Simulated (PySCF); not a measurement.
One of the candidates below gave these computed data.

All candidates are C5H5NO.

| technique | computed result |
| --- | --- |
| Rotational structure | rotational constants A, B, C: 6.060, 2.664, 1.850 GHz [GFN2-xTB] |
| 1H NMR | chemical shifts (computed TMS as zero) by class: 8.77 (2 H), 6.75 (2 H), 4.55 (1 H) ppm [GIAO PBE0/pcSseg-1] |
| NMR, other nuclei | isotropic shieldings of nuclei other than C and H, by class: -70 (1 N), 202 (1 O) ppm [GIAO PBE0/pcSseg-1] |
| Couplings | largest of the computed one-bond spin–spin couplings (means over like bonds): 13C–1H +184.1 (×2), 13C–1H +165.9 (×2), 17O–1H -78.3, 13C–13C +68.0 (×2), 13C–13C +62.1 (×2), 17O–13C +22.8, 15N–13C -0.9 (×2) Hz [B3LYP/pcJ-1, spin–dipole term left out for some pairs] |
| Dipole | 2.74 D [PBE0/pcSseg-1] |
| 13C NMR | chemical shifts (computed TMS as zero) by class: 169.8 (1 C), 157.0 (2 C), 114.2 (2 C) ppm [GIAO PBE0/pcSseg-1] |

Gas-phase values; electronic properties from PySCF, density fitting. Levels stand in brackets. The structure is a single GFN2-xTB conformer in the gas phase; no vibrational or solvent corrections. NMR classes are plain means over equivalent atoms (diastereotopic ones count apart unless rotation or inversion swaps them), as if these changed places fast.

**Question.** Which candidate is it?
A. `Oc1ccncc1`
B. `[H]/N=C\C1=CCC1=O`
C. `N#C[C@@H]1C=COC1`
D. `[H]/N=C\c1ccco1`

**Answer.** A. It is `Oc1ccncc1`. Numbering: `[OH:1][c:2]1[cH:3][cH:4][n:5][cH:6][cH:7]1`. Its formula, C5H5NO, gives 4 degrees of unsaturation: 1 ring and 3 π bonds in the structure found (Kekulé form). 5 carbons fall into 3 classes; from least to most shielded: aromatic carbon bearing oxygen [C2] (169.8 ppm), aromatic CH next to a ring nitrogen [C4/C6] (157.0 ppm, 2 C), aromatic CH carbon [C3/C7] (114.2 ppm, 2 C). Hydrogen classes from least to most shielded: 2 H on 2 like atoms (aromatic CH next to a ring nitrogen), C4/C6 (8.77 ppm), 2 H on 2 aromatic CH carbons, C3/C7 (6.75 ppm), 1 H on a phenol-type oxygen, O1 (4.55 ppm). The other shieldings belong to: -70 ppm, pyridine-type nitrogen [N5]; 202 ppm, phenol-type oxygen [O1]. The couplings run between: +184.1 Hz, aromatic CH next to a ring nitrogen [C4] and its hydrogen (with 1 like pair); +165.9 Hz, aromatic CH carbon [C3] and its hydrogen (with 1 like pair); -78.3 Hz, phenol-type oxygen [O1] and its hydrogen; +68.0 Hz, aromatic carbon bearing oxygen [C2] and aromatic CH carbon [C3] (with 1 like pair); +62.1 Hz, aromatic CH carbon [C3] and aromatic CH next to a ring nitrogen [C4] (with 1 like pair); +22.8 Hz, phenol-type oxygen [O1] and aromatic carbon bearing oxygen [C2]; -0.9 Hz, pyridine-type nitrogen [N5] and aromatic CH next to a ring nitrogen [C4] (with 1 like pair). The optimised geometry has point group Cs and is an asymmetric top.

The others, at the same levels:
- `N#C[C@@H]1C=COC1` fails: it has 5 carbon classes against 3; its computed 13C shifts are 158.5 (1 C), 125.1 (1 C), 101.5 (1 C), 76.5 (1 C), 33.7 (1 C) ppm, 1H shifts are 6.48 (1 H), 5.00 (1 H), 4.76 (1 H), 4.76 (1 H), 3.83 (1 H) ppm and rotational constant A is 6.402 GHz (against 6.060 GHz).
- `[H]/N=C\C1=CCC1=O` fails: it has 5 carbon classes against 3; its computed 13C shifts are 192.1 (1 C), 166.5 (1 C), 163.2 (1 C), 152.4 (1 C), 51.0 (1 C) ppm, 1H shifts are 12.14 (1 H), 8.24 (1 H), 8.20 (1 H), 3.27 (2 H) ppm and rotational constant A is 4.810 GHz (against 6.060 GHz).
- `[H]/N=C\c1ccco1` fails: it has 5 carbon classes against 3; its computed 13C shifts are 160.5 (1 C), 158.0 (1 C), 149.0 (1 C), 118.9 (1 C), 116.7 (1 C) ppm, 1H shifts are 10.90 (1 H), 8.37 (1 H), 7.54 (1 H), 7.22 (1 H), 6.81 (1 H) ppm and rotational constant A is 8.139 GHz (against 6.060 GHz).

Each candidate is one conformer, not necessarily the lowest. Dipoles, sizes and rotational constants follow the conformer. The torsions of the flexible species, by atom-mapped SMILES:
- `[OH:1][c:2]1[cH:3][cH:4][n:5][cH:6][cH:7]1`: H–O1–C2–C3 180°
- `[H]/[N:1]=[CH:2]\[C:3]1=[CH:4][CH2:5][C:6]1=[O:7]`: N1–C2–C3–C4 180°
- `[H]/[N:1]=[CH:2]\[c:3]1[cH:4][cH:5][cH:6][o:7]1`: N1–C2–C3–C4 0°
